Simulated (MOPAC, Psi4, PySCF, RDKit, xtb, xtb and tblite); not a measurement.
Two geometries of SMILES C=CC[SiH2]Cl (C₃H₇ClSi), relaxed at GFN2-xTB with one dihedral held; other torsions can differ between them too.

Structure A

```
12

C      1.9078    -0.7379     0.7426
C      0.7363    -0.8738     0.1497
C      0.0266     0.2007    -0.6129
Si     1.1314     1.1881    -1.8136
Cl    -0.0897     2.2939    -2.9862
H      2.4591     0.1865     0.7078
H      2.3601    -1.5431     1.2957
H      0.2181    -1.8225     0.2141
H     -0.8051    -0.2414    -1.1656
H     -0.4242     0.8959     0.1024
H      2.0149     2.1220    -1.1186
H      1.8959     0.2847    -2.6698
```

Structure B

```
12

C      1.8622    -0.4627     0.8632
C      0.8124    -0.8677     0.1731
C      0.0525     0.0062    -0.7796
Si    -1.1058    -0.9475    -1.9478
Cl    -2.0434     0.3879    -3.1397
H      2.2667     0.5302     0.7478
H      2.3732    -1.1066     1.5583
H      0.4269    -1.8677     0.3198
H     -0.5513     0.7046    -0.1887
H      0.7558     0.6301    -1.3369
H     -0.3548    -1.8698    -2.7976
H     -2.1258    -1.6650    -1.1841
```

**Question.** Which is lower in energy at the level DF-MP2 (frozen core)/cc-pVTZ // GFN2-xTB (Psi4), and by how much?

**Answer.** A is lower, by 5.34 kJ/mol (dihedral C1–C2–C3–Si4: 45° in A, 165° in B).

E(B) − E(A) in kJ/mol at the other levels, on the same two geometries: GFN2-xTB (xtb and tblite) 1.95; MMFF94 // GFN2-xTB (RDKit) -9.34; B3LYP/def2-TZVP // GFN2-xTB (Psi4) 3.49; B3LYP-D3(BJ)/def2-TZVP // GFN2-xTB (Psi4) 5.58; PBE/def2-TZVP // GFN2-xTB (Psi4) 4.17; PBE-D3(BJ)/def2-TZVP // GFN2-xTB (Psi4) 5.29; HF/cc-pVTZ // GFN2-xTB (Psi4) 3.83; UFF // GFN2-xTB (RDKit) -5.00; PM7, restricted, heats of formation // GFN2-xTB (MOPAC) -0.26; PM3, restricted, heats of formation // GFN2-xTB (MOPAC) -1.34; GFN1-xTB // GFN2-xTB (xtb) 5.90; restricted B3LYP/6-31G*, spherical d, density fitting // GFN2-xTB (PySCF) 4.63; restricted LDA (SVWN5)/6-31G*, spherical d, density fitting // GFN2-xTB (PySCF) 6.96; restricted MP2 (frozen core)/3-21G // GFN2-xTB (PySCF) 7.87; restricted Hartree-Fock/6-31G*, spherical d, density fitting // GFN2-xTB (PySCF) 5.01.

MMFF94 has few fitted parameters for silicon.
